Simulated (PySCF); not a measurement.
PySCF 2.14 output of an unrestricted PBE calculation on a single atom or ion in x2c-TZVPall (6s5p3d, 36 functions), with scalar relativity by spin-free X2C-1e:

```
SCF conv_tol = 1e-09
number electrons alpha = 10  beta = 10
    J. P. Perdew, K. Burke, and M. Ernzerhof.,  Phys. Rev. Lett. 77, 3865 (1996)
    J. P. Perdew, K. Burke, and M. Ernzerhof.,  Phys. Rev. Lett. 78, 1396 (1997)
    J. P. Perdew, K. Burke, and M. Ernzerhof.,  Phys. Rev. Lett. 77, 3865 (1996)
    J. P. Perdew, K. Burke, and M. Ernzerhof.,  Phys. Rev. Lett. 78, 1396 (1997)
cycle= 1 E= -680.223743680081  delta_E= -0.00443  |g|= 0.0171  |ddm|= 0.367
cycle= 2 E= -680.22386601175  delta_E= -0.000122  |g|= 0.0116  |ddm|= 0.0969
cycle= 3 E= -680.223923363181  delta_E= -5.74e-05  |g|= 0.000298  |ddm|= 0.0254
cycle= 4 E= -680.223923458075  delta_E= -9.49e-08  |g|= 2.33e-05  |ddm|= 0.00257
cycle= 5 E= -680.22392345866  delta_E= -5.86e-10  |g|= 5.7e-07  |ddm|= 0.000162
converged SCF energy = -680.22392345866  <S^2> = -2.8421709e-14  2S+1 = 1
```

The run itself started from symmetry-adapted Hartree-Fock orbitals and held the occupation by maximum overlap, on a logarithmic radial grid, so the iterations belong to that start.

Task: Which element, charge and spin multiplicity is this?

Result: Ca (calcium, neutral), multiplicity 1; the state was [Ar] 4s2, closed-shell 1S.
